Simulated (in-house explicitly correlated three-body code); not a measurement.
Results of a calculation; reference values are marked as such.
## Two electrons around a charge Z: errors of exchange and correlation functionals on the exact density

The exact non-relativistic ground state comes from a variational code in 260 exponentially correlated functions, the Kohn-Sham parts from inverting its density (past Z = 6 the correlation energy is taken as exact minus Hartree-Fock, equal to within microhartrees), and self-consistent runs (Hartree-Fock is restricted) from a B-spline radial code. Z may be fractional; the second electron is bound down to Z = 0.911.

Each entry is functional minus exact.

```tsv
Z	RPBE x (mEh)	RPBE c (mEh)	BP86 x (mEh)	BP86 c (mEh)	revTPSS x (mEh)	revTPSS c (mEh)
1.01	-17.49	+10.94	-13.66	+3.18	-10.20	+5.46
1.21	-12.02	+5.24	-8.03	-1.04	-6.67	+0.21
1.44	-9.44	+2.74	-4.98	-1.95	-5.36	-1.96
1.74	?	?	?	?	?	?
1.92	-6.58	+0.49	-0.91	-1.68	-4.35	-3.75
2.44	-4.51	-0.59	+2.58	-1.39	-3.91	-4.52
2.72	?	?	?	?	?	?
3.34	-1.59	-1.44	+8.01	-2.46	-3.57	-5.04
```

(1) What belongs in the row Z = 1.74?

(2) What belongs in the row Z = 2.72?

(3) How do the exchange errors scale with Z?

## Answers

(1) RPBE x (mEh): -7.47; RPBE c (mEh): +1.10; BP86 x (mEh): -2.27; BP86 c (mEh): -1.87; revTPSS x (mEh): -4.61; revTPSS c (mEh): -3.29.

(2) RPBE x (mEh): -3.55; RPBE c (mEh): -0.94; BP86 x (mEh): +4.32; BP86 c (mEh): -1.51; revTPSS x (mEh): -3.78; revTPSS c (mEh): -4.74.

(3) RPBE +4.51 % in the size of E_x at Z = 1.01 and +0.09 % at 3.34; BP86 +3.52 % in the size of E_x at Z = 1.01 and -0.43 % at 3.34; revTPSS +2.63 % in the size of E_x at Z = 1.01 and +0.19 % at 3.34. Exchange scales linearly under uniform scaling of the density, so its relative error changes only with the density's shape.
